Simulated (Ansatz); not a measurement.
BCl, closed-shell singlet (the spin of the measured ground state), most abundant isotopes (11.0093 and 34.9689 u). Constants from fifth-degree fits in 1/R to seven points on the lowest solution found; no spin–orbit coupling, no relativity up to Kr; ω_e x_e and α_e move by some per cent with the fit.

Cores are frozen in the correlated methods.

Programs: Ansatz (a first-principles code). Each number belongs to the level named beside it.

Total energies (hartree; each atom in its lowest state at that level) and vibrational constants (cm⁻¹):

```
level               E(BCl) at r_e        E(B)        E(Cl)  ω_e  ω_e x_e
------------------  -------------  ----------  -----------  ---  -------
PBE/def2-TZVPP        -484.771888  -24.610083  -459.958430  810      5.1
B3LYP/def2-TZVPP      -485.021047  -24.663919  -460.167005  825      5.4
wB97M-V/def2-TZVPP    -484.975228  -24.649626  -460.125172  842      5.1
CCSD(T)/def2-QZVPP    -484.488961  -24.600738  -459.695345  837      5.3
```

Work out D_e and D₀ in eV.


D_e = E(B) + E(Cl) − E(molecule), times 27.2114 eV; D₀ = D_e − (ω_e/2 − ω_e x_e/4)/8065.54.
- PBE/def2-TZVPP: D_e = 5.534, zero point 0.050, D₀ = 5.484 eV
- B3LYP/def2-TZVPP: D_e = 5.173, zero point 0.051, D₀ = 5.123 eV
- wB97M-V/def2-TZVPP: D_e = 5.454, zero point 0.052, D₀ = 5.402 eV
- CCSD(T)/def2-QZVPP: D_e = 5.248, zero point 0.052, D₀ = 5.197 eV
No counterpoise correction is made.

Doubts at one or more of the structures used: a restricted determinant that unrestricted orbitals would lower (CCSD(T)/def2-QZVPP).
